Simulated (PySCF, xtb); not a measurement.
Si(H)2(OMe)(SeH) (CH6OSeSi), SMILES CO[SiH2][SeH].

GFN2-xTB (xtb) at its own geometry gives an orbital gap of 4.40 eV and a dipole moment of 2.45 D.

Coordinates come from a B3LYP-D3(BJ)/def2-SVP optimisation. This is a generated structure with no PubChem entry under its InChIKey; it may be hypothetical. One conformer was computed; it need not be the lowest.

Q: What does HF/def2-TZVP in PySCF give? (Estimate from the structure and the level; the computed values follow.)

A: gap 12.75 eV (levels -9.75 and 3.00 eV), dipole 1.72 D.
